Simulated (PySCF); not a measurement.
CH₅B₂ClS₂.
Z-matrix (Å and degrees, PBE0-D3(BJ)/def2-SVP geometry), rows numbered from 1:
```
B 
S   1  1.7878
B   2  1.8357  1  107.05
Cl  3  1.7543  2  123.74  1     0.98
S   3  1.7832  2  120.16  1  -179.15
C   5  1.8150  3  104.96  2    -0.13
H   1  1.2009  2  121.88  3    -0.04
H   1  1.2042  2  114.90  3   179.88
H   6  1.0978  5  111.06  3   -62.01
H   6  1.0979  5  111.07  3    60.36
H   6  1.0976  5  106.32  3   179.18
```

Method: PBE0-D3(BJ)/def2-SVP geometry optimisation, gas phase (PySCF 2.14.0).

Masses are those of the commonest isotopes; rigid-rotor values at the optimised geometry. The values belong to one conformer with, in the numbering `[BH2:1][S:2][B:3]([Cl:4])[S:5][CH3:6]`, H–B1–S2–B3 0° and 180°, B1–S2–B3–Cl4 1°, S2–B3–S5–C6 0°.

**Question.** What are A, B and C (MHz)?

**Answer.** Ia = 226.29, Ib = 332.14, Ic = 555.17 u·Å²; 505379 MHz·u·Å²/I gives A = 2233, B = 1522, C = 910.3 MHz.

**Question.** What kind of rotor is it?

**Answer.** An asymmetric top; Ray's κ = -0.076.

**Question.** What does the inertial defect say?

**Answer.** Not planar: Δ = Ic − Ia − Ib = -3.26 u·Å². For a rigid frame Δ = −2 Σ m c², so Σ m c² = 1.63 u·Å² lies off the ab plane, practically all of it from hydrogen. The atom farthest from that plane is 0.91 Å away.

**Question.** Give the other two planar moments, Paa and Pbb, and the rms extents of the mass along the axes.

**Answer.** Paa = Σ m a² = (Ib + Ic − Ia)/2 = 330.51 and Pbb = Σ m b² = (Ia + Ic − Ib)/2 = 224.66 u·Å². With the mass M = 137.97 u, the rms extents √(P/M) along a, b and c are 1.55, 1.28, 0.11 Å.

**Question.** Which lines would a microwave search look for?

**Answer.** The dipole components are |μa| = 1.32 D, |μb| = 1.26 D, |μc| = 0.00 D; the mirror of this Cs structure is the ab plane, so μc vanishes by symmetry and there are no c-type lines. The squared components, which scale the intensities, stand as 1.00 : 0.91 (a : b). Some of the stronger lines:

| type | branch | J(Ka,Kc) | MHz | lower level (cm⁻¹) |
| --- | --- | --- | --- | --- |
| a | Q | 2(1,1) ← 2(1,2) | 1834 | 0.247 |
| b | Q | 3(2,1) ← 3(1,2) | 2520 | 0.575 |
| a | Q | 4(2,2) ← 4(2,3) | 2563 | 0.940 |
| a | R | 2(1,2) ← 1(1,1) | 4253 | 0.105 |
| a | R | 2(0,2) ← 1(0,1) | 4605 | 0.081 |
| b | Q | 3(2,2) ← 3(1,3) | 5025 | 0.455 |
| b | Q | 3(3,1) ← 3(2,2) | 5225 | 0.622 |
| b | Q | 4(1,3) ← 4(0,4) | 5684 | 0.725 |
| b | R | 3(0,3) ← 2(1,2) | 6108 | 0.247 |
| b | R | 4(2,2) ← 3(3,1) | 6855 | 0.797 |
| b | R | 2(2,0) ← 1(1,1) | 8481 | 0.105 |

**Question.** Estimate the classical rotational partition function at 10 K, 50 K and 100 K.

**Answer.** Point group Cs, symmetry number σ = 1; q = (√π/σ)·√((kT/h)³/(ABC)), k/h = 20836.6 MHz/K: 3030 at 10 K, 33900 at 50 K, 95800 at 100 K.

PBE0-D3(BJ)/def2-SVP frequencies: not computed here. Constants of a rigid frame at the computed geometry: no zero-point averaging, no centrifugal distortion. A rigid rotor knows nothing of internal rotation, which can split or shift real lines. Quadrupole hyperfine structure (11B, 35Cl) is left out.
